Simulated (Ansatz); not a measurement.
`O[B](Cl)[GaH2]` + H₂ → `O[BH][GaH2]` + HCl  (hydrogenolysis of a B–Cl bond)

Computed with Ansatz on PBE0-D4/def2-TZVP structures; ΔE is electronic, products minus reactants. CBS: MP2 limit from def2 TZ/QZ plus the TZ coupled-cluster correction, frozen cores. This one scheme is used for every species. DFT in def2-TZVPP. B3LYP here is the variant with VWN-RPA as its local correlation; programs differ in this. For Ga outer-core shells are correlated without core-valence functions, which leaves a few kJ/mol of doubt a bond. Scalar relativity is left out up to krypton. One conformer a species, not always the lowest.

(1) Is it downhill or uphill in electronic energy at CCSD(T)/CBS, and by how much? (An estimate is asked.)

(2) What do these levels give: LDA (SPW92), PBE-D4, B3LYP-D4, r2SCAN0-D4, BHLYP-D4, CAM-B3LYP-D4, revPBE, MP2/def2-SVP, CCSD(T)/def2-SVP, CCSD(T)/def2-TZVPP, HF/def2-QZVPP, MP2/CBS(def2)? (Best estimate.)

Largest T1 diagnostic among the species: 0.014.

Answers

(1) Ansatz gave: Uphill: ΔE = +88.5 kJ/mol.

(2) The calculation gave: LDA (SPW92) 94.7, PBE-D4 94.0, B3LYP-D4 88.8, r2SCAN0-D4 92.8, BHLYP-D4 85.6, CAM-B3LYP-D4 84.4, revPBE 86.5, MP2/def2-SVP 98.3, CCSD(T)/def2-SVP 89.7, CCSD(T)/def2-TZVPP 85.8, HF/def2-QZVPP 69.8, MP2/CBS(def2) 98.0 kJ/mol.

Leaving LDA and LC-ωPBE aside and taking each functional with its dispersion term where it has one, the values, not all of them listed here, spread over 12.8 kJ/mol, from CAM-B3LYP-D4 to revPBE-D4. LDA lies +5.3 kJ/mol from PBE without D4. In def2-TZVPP, CCSD(T) changes the Hartree–Fock value by +15.4 kJ/mol (the triples alone add +5.5 kJ/mol) and MP2 by +24.9 kJ/mol.
